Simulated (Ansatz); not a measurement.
`[BH2][Al]1[CH2][CH]1C` and `C[CH]1[CH2][AlH]1` differ in one atom or group.

Ansatz, PBE0-D4/def2-TZVP geometries, multiplicity 1. 

```tsv
property	`[BH2][Al]1[CH2][CH]1C`
size of the dipole moment (ωB97M-V/def2-TZVPP) / D	0.48
LUMO energy (ωB97M-V/def2-TZVPP) / eV	-0.67
LUMO energy (PBE/def2-TZVPP) / eV	-3.16
LUMO energy (PBE0/def2-TZVPP) / eV	-2.43
HOMO energy (PBE/def2-TZVPP) / eV	-4.69
size of the dipole moment (PBE/def2-TZVPP) / D	1.23
```

Task: What does the change do to each property? (An estimate is asked.)

Result: Computed: 
| property | `C[CH]1[CH2][AlH]1` | shift |
| --- | --- | --- |
| size of the dipole moment (ωB97M-V/def2-TZVPP) / D | 0.92 | 0.44 |
| LUMO energy (ωB97M-V/def2-TZVPP) / eV | 0.27 | 0.94 |
| LUMO energy (PBE/def2-TZVPP) / eV | -2.06 | 1.10 |
| LUMO energy (PBE0/def2-TZVPP) / eV | -1.28 | 1.15 |
| HOMO energy (PBE/def2-TZVPP) / eV | -4.63 | 0.06 |
| size of the dipole moment (PBE/def2-TZVPP) / D | 0.60 | -0.63 |

With PBE0 the HOMO falls by 0.24 eV and the LUMO rises by 1.15 eV, so the gap widens by about 1.39 eV. PBE moves the HOMO by 0.06 eV and ωB97M-V by -0.51 eV. Dipoles are sizes alone; their direction can turn.
